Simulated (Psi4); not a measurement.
Pair of molecules, SMILES C#C with SMILES CO (the first has 4 atoms); geometry from B3LYP-D3(BJ)/def2-TZVP, rigid monomers moved along the line of their centres of mass till C2···H10 is 2.72 Å.
(charge 0, multiplicity 1):
```xyz
10

C      0.3410     0.3800     0.1368
C     -0.4015    -0.5376     0.3383
H      0.9974     1.1948    -0.0518
H     -1.0568    -1.3544     0.5228
C      0.0643     0.2747     4.4100
O      0.8249    -0.7094     3.7290
H      0.4898     1.2786     4.2971
H      0.0771     0.0150     5.4681
H     -0.9783     0.2992     4.0730
H      0.7886    -0.5198     2.7836
```

Calculation: SAPT0/jun-cc-pV(D+d)Z (Psi4).

Task: Give the four SAPT terms and the total, and say what mostly holds the pair together.

Result: electrostatics -2.45, exchange 1.67, induction -0.50, dispersion -0.96, total -2.23 kcal/mol; the largest attraction is electrostatics.
